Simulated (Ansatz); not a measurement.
Basis sets compared for the cluster In6Sb4Br6. Charge 0, multiplicity 1. Geometry PBE-D4/def2-SVP. Ansatz on 2 threads of AMD EPYC 7R13 on a shared host and a share (18 GiB) of an NVIDIA H100 80GB HBM3; times are rough, and most runs start from earlier orbitals.

Cartesian coordinates in Å:
```
In 2.082 -1.150 2.537
In 1.209 0.434 -0.819
In 1.250 -3.616 -2.190
In -0.182 -2.749 0.565
In 1.257 3.300 2.202
In -2.289 0.609 -0.863
Sb -2.365 -1.677 2.202
Sb -2.148 2.380 -2.998
Sb -0.626 0.493 1.524
Sb 0.525 2.551 -2.662
Br 3.009 -1.307 -1.863
Br -1.065 -1.706 -2.221
Br 3.211 1.433 0.878
Br -4.352 -0.791 0.157
Br -0.320 -2.582 3.927
Br 0.803 4.377 -0.375
```

In the def2 sets In, Sb take a core potential; there is no spin–orbit coupling. Single mean-field runs in def2-SVP, def2-TZVP are fitted with def2-universal-jkfit. The restricted singlet is unstable towards broken spin symmetry in Hartree–Fock (as tested in another run); at PBE-D4/def2-TZVP, PBE0-D4/def2-SVP, PBE0-D4/def2-TZVP this wasn't settled. Another isomer (singlet) lies 1.06 eV lower at PBE0-D4/def2-TZVP; other spin states weren't run for this one.

Binding counts from free atoms (In doublet, Sb quartet, Br doublet) in the same basis, without a counterpoise term.

| level | functions | energy (Eh) | HOMO (eV) | LUMO (eV) | binding per atom (eV) | wall time |
| --- | --- | --- | --- | --- | --- | --- |
| PBE-D4/def2-SVP (with forces) | 452 | -17543.3732 | -4.85 | -3.48 | 2.47 | 6 s |
| PBE0-D4/def2-SVP | 452 | -17543.9087 | -5.59 | -3.05 | 2.35 | 4.7 s |

Estimate the rows for PBE-D4/def2-TZVP, PBE0-D4/def2-TZVP.


```
            level  functions  energy (Eh)  HOMO (eV)  LUMO (eV)  binding per atom (eV)  wall time
 PBE-D4/def2-TZVP        788  -17545.3044      -4.93      -3.53                   2.46      8.5 s
PBE0-D4/def2-TZVP        788  -17545.8321      -5.63      -3.05                   2.36       12 s
```
